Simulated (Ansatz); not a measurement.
A ladder of methods for RbBr (SMILES [Br][Rb])

The species is RbBr (2 atoms), meant as a singlet with charge 0. As SMILES, `[Br][Rb]`. The bond length is the measured one.

```xyz
2

Br    0.0000    0.0000    0.0000
Rb    0.0000    0.0000    2.9447
```

Quantity: the energy change with the Br1–Rb2 bond stretched from 2.945 to 4.417 Å, in eV. The values are calculated.

```csv
level,kind,program,value (eV),less FCI/STO-3G
HF/STO-3G (restricted),Hartree–Fock,Ansatz,2.62,-0.10
BLYP/STO-3G (restricted),GGA,Ansatz,2.28,-0.44
revPBE/STO-3G (restricted),GGA,Ansatz,2.27,-0.45
r2SCAN0/STO-3G (restricted),hybrid meta-GGA,Ansatz,2.61,-0.11
wB97M-V/STO-3G (restricted),range-separated hybrid,Ansatz,2.89,+0.17
B2PLYP/STO-3G (restricted),double hybrid,Ansatz,2.64,-0.08
BCCD(T)/STO-3G (restricted),coupled cluster or CI,Ansatz,2.72,0.00
CCSD(T)/STO-3G (restricted),coupled cluster or CI,Ansatz,2.72,0.00
FCI/STO-3G,exact in the basis,Ansatz,2.72,0.00
```

FCI/STO-3G is exact within its basis and frozen core, so for wave-function methods in that basis the difference is their error; functionals converge differently with the basis, so for them it is only a difference. All-electron rows without a relativistic Hamiltonian named are non-relativistic. The first shape isn't each level's own minimum. The values span 2.27 to 2.89 eV. Minimal STO sets describe s-block atoms so badly that they can place the ion below the atom. All rows use very small basis sets, so even the best lies far from the true value. In the correlated wave-function rows the outer d shell of Br is correlated, in sets not made for it.
